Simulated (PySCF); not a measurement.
**Frontier levels across methods**

Compound: BH₇N₂OSi.
Z-matrix (Å and degrees, PBE0-D3(BJ)/def2-SVP geometry), rows numbered from 1:
```
N 
B   1  1.4162
N   2  1.4205  1  122.58
O   2  1.3887  1  116.78  3   179.46
Si  4  1.6497  2  136.55  1  -171.53
H   1  1.0091  2  120.66  3   179.74
H   1  1.0080  2  124.64  3     3.60
H   3  1.0087  2  123.35  1    -1.81
H   3  1.0091  2  122.76  1  -175.54
H   5  1.4907  4  108.74  2  -146.60
H   5  1.5001  4  111.31  2   -27.02
H   5  1.4938  4  110.85  2    93.48
```

Basis pcSseg-2 throughout (PySCF), one geometry. One conformer (not necessarily the lowest) at the PBE0-D3(BJ)/def2-SVP geometry, without solvent, vibrations or thermal averaging.

**Question.** How do the orbital energies, the gap and the dipole change with the method?

**Answer.** 
| method | kind | HOMO (eV) | LUMO (eV) | gap (eV) | μ (D) | SCF cycles |
| --- | --- | --- | --- | --- | --- | --- |
| BLYP | GGA | -5.47 | -0.59 | 4.88 | 1.57 | 15 |
| OPBE | GGA | -5.53 | -0.44 | 5.09 | 1.59 | 15 |
| B97-D | GGA | -5.58 | -0.48 | 5.09 | 1.57 | 16 |
| PBE | GGA | -5.58 | -0.65 | 4.93 | 1.58 | 14 |
| KT3 | GGA | -5.65 | -0.74 | 4.91 | 1.52 | 16 |
| KT2 | GGA | -5.66 | -0.76 | 4.90 | 1.51 | 16 |
| BP86 | GGA | -5.70 | -0.61 | 5.09 | 1.58 | 14 |
| LDA | LDA | -5.75 | -0.86 | 4.90 | 1.57 | 14 |
| B97-2 | global hybrid | -6.72 | 0.18 | 6.90 | 1.54 | 12 |
| B3LYP | global hybrid | -6.76 | -0.13 | 6.63 | 1.55 | 14 |
| PBE0 | global hybrid | -7.00 | 0.14 | 7.14 | 1.54 | 12 |
| mPW1PW91 | global hybrid | -7.03 | 0.14 | 7.17 | 1.55 | 12 |
| BHandHLYP | global hybrid | -8.34 | 0.78 | 9.11 | 1.52 | 12 |
| CAM-B3LYP | range-separated hybrid | -8.45 | 0.92 | 9.36 | 1.54 | 12 |
| wB97X-D | range-separated hybrid | -8.92 | 1.85 | 10.77 | 1.54 | 12 |
| LC-wPBE | range-separated hybrid | -9.86 | 2.10 | 11.96 | 1.54 | 13 |
| HF | Hartree–Fock | -10.48 | 2.55 | 13.03 | 1.51 | 10 |

The HOMO spans 5.01 eV, from BLYP down to HF, and the gap runs from 4.88 eV (BLYP) to 13.03 eV (HF). Over the methods BLYP (0 %), OPBE (0 %), B97-D (0 %), PBE (0 %), KT3 (0 %), KT2 (0 %), BP86 (0 %), LDA (0 %), B97-2 (21 %), B3LYP (20 %), PBE0 (25 %), mPW1PW91 (25 %), BHandHLYP (50 %), HF (100 %), a straight line through the gap against the share of exact exchange rises by 0.81 eV for each 10 % (correlation coefficient 0.999). The dipole ranges from 1.51 D (KT2) to 1.59 D (OPBE). This basis has no diffuse functions.
